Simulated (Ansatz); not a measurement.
# Which method gave which barrier?

Saddle point of SiH5O3F, closed shell (SiH₄O₃ ([OH][SiH]([OH])[OH]) + HF → SiH₃O₃F ([OH][Si]([OH])([OH])[F]) + H₂; bonds formed: Si1–F7, H2–H6; bonds broken: Si1–H2, H6–F7), PBE0-D4/def2-TZVP structure:

Si1  (0.064, -0.085, 0.022)
H2  (0.368, 1.363, -0.755)
O3  (1.126, -0.394, 1.210)
O4  (-1.474, -0.618, -0.035)
O5  (0.730, -0.897, -1.250)
H6  (-0.047, 1.687, 0.068)
F7  (-0.556, 1.413, 1.114)
H8  (1.753, -1.080, 0.965)
H9  (-2.074, -0.183, 0.575)
H10  (0.111, -1.205, -1.914)
(Å)

Computed with Ansatz 0.2.0 (basis: def2-TZVPP, with def2-QZVPP for the basis limit); correlated methods freeze the cores. Extrapolation: Hartree–Fock as exp(−7.88 √X), correlation as X^−2.97. Four methods, as single points on the PBE0-D4 structures, gave these electronic barriers from the start structure: 0.703, 1.058, 1.474, 1.951 eV.

(1) The methods were, in alphabetical order, BHLYP-D4, HF, r2SCAN-D4, SPW92. Which gave which? (Judge from chemistry; the calculation decides.)

No T1 diagnostic of these runs exceeds 0.013.

## Answers

(1) By the calculation: SPW92 0.703; r2SCAN-D4 1.058; BHLYP-D4 1.474; HF 1.951 eV. For comparison, CCSD(T) at an estimated basis limit (MP2 extrapolated from triple and quadruple zeta, plus CCSD(T) − MP2 in triple zeta) gives 1.335 eV.

Labels in which every atom is bracketed show which atoms are joined, not bond orders.

For scale, one of the runs: CCSD(T)/def2-TZVPP, 236 basis functions, launched by `ansatz run in.yaml --threads 4 --pin off --events-out ev --progress --plain --max-ram 9574MiB`. Hardware: 4 CPU threads of an Arm Neoverse V1, shared host. Wall time 2.6 min; peak host memory 4.7 GiB.
